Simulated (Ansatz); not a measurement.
AlBrH2 (SMILES [AlH2][Br]) moved off its minimum; all values from Ansatz (a first-principles code), cores frozen in correlated methods.
(charge 0, multiplicity 1)
```xyz
4

Al    -0.66824    -1.03414     0.38410
H     -0.20904    -2.39508     1.27876
H     -1.98688    -1.39616    -0.46682
Br     0.24499     0.55191    -0.03288
```

Forces at wB97M-V/def2-TZVPP (eV/Å):

```
atom      Fx       Fy      Fz
----  ------  -------  ------
Al1   -5.773  -11.126   2.302
H2    -0.071    1.297  -0.400
H3     0.222    0.287   0.302
Br4    5.621    9.542  -2.205
```

### Question
Give the forces (eV/Å), the total energy and the dipole at CCSD(T)/def2-TZVPPD.

### Answer

```
atom      Fx       Fy      Fz
----  ------  -------  ------
Al1   -5.987  -11.494   2.407
H2    -0.053    1.217  -0.347
H3     0.137    0.251   0.262
Br4    5.903   10.027  -2.322
```
Energy -2815.7755 hartree, dipole 1.37 D.
